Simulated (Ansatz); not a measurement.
`CC(C)(O)[SiH3]`, 15 atoms. The species carries charge 0 and has multiplicity 1. All runs use 4 threads of an Intel Xeon Platinum 8488C on a shared host. Correlated methods freeze the cores.

Q: Give the basis size and wall time and peak host memory of each of these runs in Ansatz. RKS revPBE-D4/def2-TZVPP energy; RKS BLYP-D4/def2-TZVPP energy; RKS PBE0-D4/def2-TZVP relaxation (6 steps); RHF-CCSD(T)/def2-TZVPP energy; direct RPA on PBE orbitals/def2-TZVPP energy; RKS PBE0-D4/def2-QZVPP energy; RKS PBE0-D4/def2-TZVP frequencies; RHF-CCSD(T)/def2-SVP energy; RKS ωB97X-V/def2-TZVPP energy; RHF-MP2/def2-QZVPP energy; RKS PBE0-D4/def2-SVP energy; RKS ωB97M-V/def2-SVP energy. (Estimate.)

A: Computed: Other jobs shared the machine, so times are rough.

```csv
level,job,functions,wall time,peak host memory (GiB)
RKS PBE0-D4/def2-SVP,energy,124,1.1 s,0.69
RKS revPBE-D4/def2-TZVPP,energy,306,2.1 s,0.47
RKS BLYP-D4/def2-TZVPP,energy,306,2.1 s,0.46
RKS ωB97M-V/def2-SVP,energy,124,3.2 s,0.69
direct RPA on PBE orbitals/def2-TZVPP,energy,306,5.5 s,0.97
RHF-CCSD(T)/def2-SVP,energy,124,6 s,0.78
RKS ωB97X-V/def2-TZVPP,energy,306,7.5 s,1.1
RKS PBE0-D4/def2-QZVPP,energy,598,12 s,2.6
RKS PBE0-D4/def2-TZVP,relaxation (6 steps),221,20 s,0.66
RHF-MP2/def2-QZVPP,energy,598,30 s,5.5
RKS PBE0-D4/def2-TZVP,frequencies,221,3.1 min,0.75
RHF-CCSD(T)/def2-TZVPP,energy,306,7.3 min,4.2
```
